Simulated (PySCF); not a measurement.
Molfile (atoms numbered from 1):
```
C4H10AlCl3O
     RDKit          3D

 19 18  0  0  0  0  0  0  0  0999 V2000
    2.1190   -0.2003   -0.7574 C   0  0  0  0  0  0  0  0  0  0  0  0
    1.2971   -0.8482    0.3272 C   0  0  0  0  0  0  0  0  0  0  0  0
   -0.0240   -0.2654    0.4087 O   0  0  0  0  0  0  0  0  0  0  0  0
   -1.0482   -0.8739   -0.4125 C   0  0  0  0  0  0  0  0  0  0  0  0
   -1.7328   -1.9988    0.3174 C   0  0  0  0  0  0  0  0  0  0  0  0
   -0.3901    1.4535    1.1556 Al  0  0  0  0  0  4  0  0  0  0  0  0
    1.3620    1.8216    2.2848 Cl  0  0  0  0  0  0  0  0  0  0  0  0
   -0.6498    2.6243   -0.5913 Cl  0  0  0  0  0  0  0  0  0  0  0  0
   -2.1698    1.1151    2.2494 Cl  0  0  0  0  0  0  0  0  0  0  0  0
    3.1005   -0.6937   -0.8168 H   0  0  0  0  0  0  0  0  0  0  0  0
    2.2844    0.8631   -0.5333 H   0  0  0  0  0  0  0  0  0  0  0  0
    1.6361   -0.2803   -1.7424 H   0  0  0  0  0  0  0  0  0  0  0  0
    1.7461   -0.6980    1.3174 H   0  0  0  0  0  0  0  0  0  0  0  0
    1.1591   -1.9278    0.1682 H   0  0  0  0  0  0  0  0  0  0  0  0
   -0.5697   -1.1957   -1.3501 H   0  0  0  0  0  0  0  0  0  0  0  0
   -1.7461   -0.0633   -0.6665 H   0  0  0  0  0  0  0  0  0  0  0  0
   -1.0318   -2.8058    0.5781 H   0  0  0  0  0  0  0  0  0  0  0  0
   -2.5186   -2.4267   -0.3225 H   0  0  0  0  0  0  0  0  0  0  0  0
   -2.1986   -1.6187    1.2373 H   0  0  0  0  0  0  0  0  0  0  0  0
  1  2  1  0
  2  3  1  0
  3  4  1  0
  4  5  1  0
  3  6  1  0
  6  7  1  0
  6  8  1  0
  6  9  1  0
  1 10  1  0
  1 11  1  0
  1 12  1  0
  2 13  1  0
  2 14  1  0
  4 15  1  0
  4 16  1  0
  5 17  1  0
  5 18  1  0
  5 19  1  0
M  CHG  2   3   1   6  -1
M  END
```

Geometry: PBE0-D3(BJ)/def2-SVP; GIAO absolute shieldings from PySCF, gas phase, non-relativistic, averaged over equivalent atoms.

At PBE0/pcSseg-1 (231 basis functions, 66 s wall time on 1 thread of an Arm Neoverse V1, shared host):
| atoms | σ (ppm) |
| --- | --- |
| C2/C4 | 114.7 |
| C1/C5 | 170.4 |
| O3 | 275.7 |
| Al6 | 457.2 |
| Cl7/Cl8/Cl9 | 951.2 |
| H13/H14/H15/H16 | 27.27 |
| H10/H11/H12/H17/H18/H19 | 29.86 |

Predict the values at B3LYP/pcSseg-1 on the same geometry.

Results:


```csv
atoms,σ at B3LYP/pcSseg-1,change
C2/C4,108.4,-6.3
C1/C5,164.9,-5.5
O3,269.2,-6.5
Al6,449.9,-7.3
Cl7/Cl8/Cl9,943.1,-8.1
H13/H14/H15/H16,27.35,+0.08
H10/H11/H12/H17/H18/H19,29.96,+0.10
```

The largest change is at Cl7/Cl8/Cl9 (chlorine bonded to Al). Cost: 231 basis functions, 59 s wall time on 1 thread of an Arm Neoverse V1, shared host.
